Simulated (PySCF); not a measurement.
Atom-mapped SMILES (the numbers label the heavy atoms): `[CH3:1][C:2]1=[C:3]([F:4])[CH2:5][CH:6]=[CH:7]1`. Hydrogens are named by the atom that carries them.

Single conformer, non-relativistic Hamiltonian, equivalent nuclei averaged, isolated molecule. PBE0/pcSseg-1 with gauge-including orbitals; GFN2-xTB structure; PySCF 2.14.

Shifts are taken against calculated references (same method and geometry level): ¹³C vs TMS.

Problem. Do the ¹³C shifts follow the atomic charges (in e)? Tabulate both.

Solution. 
```json
{"atoms": "C3", "hybridisation": "sp2", "δ (ppm)": "174.5", "σ para (ppm)": "-237", "Hirshfeld": "+0.08", "IAO": "+0.26", "Mulliken": "+0.27", "ESP-fitted": "+0.10"}
{"atoms": "C7", "hybridisation": "sp2", "δ (ppm)": "142.4", "σ para (ppm)": "-206", "Hirshfeld": "-0.06", "IAO": "-0.16", "Mulliken": "-0.03", "ESP-fitted": "-0.36"}
{"atoms": "C6", "hybridisation": "sp2", "δ (ppm)": "127.5", "σ para (ppm)": "-196", "Hirshfeld": "-0.06", "IAO": "-0.17", "Mulliken": "-0.17", "ESP-fitted": "-0.25"}
{"atoms": "C2", "hybridisation": "sp2", "δ (ppm)": "122.7", "σ para (ppm)": "-199", "Hirshfeld": "-0.03", "IAO": "-0.06", "Mulliken": "-0.39", "ESP-fitted": "+0.28"}
{"atoms": "C5", "hybridisation": "sp3", "δ (ppm)": "41.5", "σ para (ppm)": "-108", "Hirshfeld": "-0.08", "IAO": "-0.30", "Mulliken": "-0.15", "ESP-fitted": "-0.15"}
{"atoms": "C1", "hybridisation": "sp3", "δ (ppm)": "11.9", "σ para (ppm)": "-68", "Hirshfeld": "-0.12", "IAO": "-0.43", "Mulliken": "-0.11", "ESP-fitted": "-0.64"}
```

Correlation coefficients of δ with charge over these carbons: Hirshfeld +0.81, IAO +0.88, Mulliken +0.38, ESP-fitted +0.59; with the paramagnetic shielding -1.00. Among the 4 sp2 carbons alone: Hirshfeld +0.85, IAO +0.85, Mulliken +0.96, ESP-fitted +0.06. With so few points, grouped by hybridisation, these coefficients are fragile. Charge is one influence among several: hybridisation and low-lying excitations act through the paramagnetic term.

Shifts are as computed. Against solution values, carbons near 30 ppm lie about +3 ppm off and those near 130 ppm about +5 ppm. Of 1211 compounds with measured shifts, 218 miss one by over three times the rms of a fit or turn the order of signals round; such compounds aren't used in these exercises.
